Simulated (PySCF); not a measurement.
**Dipole response of Fe²⁺ (iron, charge +2)**

[Ar] 3d6, high-spin 5D determinant. All numbers are calculated (PySCF 2.14, scalar relativity by spin-free X2C-1e, in x2c-QZVPPall with one added diffuse shell each of s, p, d, f, g type (12s8p6d5f3g, 128 functions)). Coupled (time-dependent) response in atomic units; α is the mean over directions.

```json
{"method": "wB97M-V", "mean α (bohr³)": "3.839", "α xx, yy, zz": "4.087, 4.087, 3.345", "C₆ (like pair)": "11.05", "S(−4)": "9.141"}
```

S(−4) is the Cauchy moment in α(ω) = α(0) + S(−4) ω² + …

α(iu) at wB97M-V:

```json
{"u (hartree)": "0", "α(iu) (bohr³)": "3.839"}
{"u (hartree)": "0.0500", "α(iu) (bohr³)": "3.817"}
{"u (hartree)": "0.100", "α(iu) (bohr³)": "3.752"}
{"u (hartree)": "0.200", "α(iu) (bohr³)": "3.531"}
{"u (hartree)": "0.300", "α(iu) (bohr³)": "3.252"}
{"u (hartree)": "0.500", "α(iu) (bohr³)": "2.719"}
{"u (hartree)": "0.750", "α(iu) (bohr³)": "2.209"}
{"u (hartree)": "1.00", "α(iu) (bohr³)": "1.840"}
{"u (hartree)": "1.50", "α(iu) (bohr³)": "1.347"}
{"u (hartree)": "2.00", "α(iu) (bohr³)": "1.031"}
{"u (hartree)": "3.00", "α(iu) (bohr³)": "0.6562"}
{"u (hartree)": "5.00", "α(iu) (bohr³)": "0.3303"}
```

A single London oscillator, α(iu) = α/(1 + u²/ω²), gives C₆ = (3/4) ω α². Matching the computed C₆ needs ω = 4 × 11.05 / (3 × 3.839²) = 1.000 hartree.

For an ion, C₆ is the dispersion term alone; charge-induced terms of lower order in 1/R come first.

The components differ because the open shell of this determinant is not spherical; for a pure term their mean is the scalar polarisability.
